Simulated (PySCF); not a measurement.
Excitations are Tamm–Dancoff values on a coarser integration grid. The basis has no diffuse functions, so Rydberg states are missing or too high.

H2AlBrO2, SMILES `[OH][Al]([OH])[Br]` (H–O–Al–Br torsion 0°, Br–Al–O–H torsion -180°) (charge 0, multiplicity 1)

Computed with PBE0-D4/def2-TZVP in PySCF.

The HOMO is -8.64 eV, the dipole moment comes out as 1.74 D and the HOMO–LUMO gap comes out as 7.85 eV. The LUMO is -0.78 eV and the S1 excitation (TDA) is 6.55 eV. The S1 oscillator strength is 0.029. The T1 excitation (TDA) is 6.25 eV, the S1–T1 gap (TDA) is 0.30 eV and the total energy comes out as -2967.9334 Ha. The cost is roughly 80 core-seconds.

```xyz
6

O     -1.1184    -0.9276    -0.0131
Al     0.0419     0.2937    -0.0064
O      1.6787    -0.0820     0.0597
Br    -0.5405     2.4551    -0.0847
H     -2.0579    -0.7558    -0.0497
H      1.9962    -0.9834     0.0942
```
